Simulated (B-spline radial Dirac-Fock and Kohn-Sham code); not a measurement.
**Elastic and transport cross sections of osmium for positrons**

These are calculated numbers from a radial finite-basis atomic code; the model is relativistic (Dirac) partial waves in the static field of the Dirac-Fock atom, without polarisation or absorption potentials. Below a few hundred eV the neglected polarisation potential matters, most of all at small angles. σ_tr1 and σ_tr2 weight the cross section with 1 − P₁ and 1 − P₂ of cos θ; "backward" is the share scattered beyond 90°.

| energy (eV) | σ (a₀²) | σ_tr1 (a₀²) | σ_tr2 (a₀²) | σ/σ_tr1 | backward (%) |
| --- | --- | --- | --- | --- | --- |
| 258 | 15.6 | 2.51 | 4.38 | 6.23 | 4.4 |
| 983 | 9.22 | 0.851 | 1.58 | 10.8 | 2.2 |
| 1130 | 8.68 | 0.753 | 1.41 | 11.5 | 2.1 |
| 1220 | 8.39 | 0.704 | 1.32 | 11.9 | 2.0 |
| 3700 | 4.94 | 0.247 | 0.490 | 20.0 | 1.0 |
| 5100 | 4.18 | 0.176 | 0.358 | 23.8 | 0.81 |
| 6840 | 3.57 | 0.127 | 0.264 | 28.2 | 0.63 |
| 14300 | 2.37 | 0.0519 | 0.114 | 45.7 | 0.33 |
| 21600 | ? | ? | ? | ? | ? |
| 29200 | 1.56 | 0.0200 | 0.0462 | 77.8 | 0.16 |
| 31300 | 1.49 | 0.0182 | 0.0422 | 82.2 | 0.15 |
| 42900 | 1.23 | 0.0116 | 0.0275 | 106 | 0.10 |
| 54900 | 1.06 | 0.00808 | 0.0194 | 131 | 0.079 |
| 93000 | 0.771 | 0.00365 | 0.00909 | 211 | 0.041 |
| 95600 | 0.759 | 0.00350 | 0.00873 | 217 | 0.039 |
| 105000 | 0.719 | 0.00304 | 0.00760 | 237 | 0.035 |

Question: Fill in the row for 21.6 keV.

Answer: σ = 1.87 a₀², σ_tr1 = 0.0303 a₀², σ_tr2 = 0.0684 a₀², σ/σ_tr1 = 61.6, backward 0.22 %. The ratio σ/σ_tr1 is roughly the number of elastic collisions that randomise the direction.
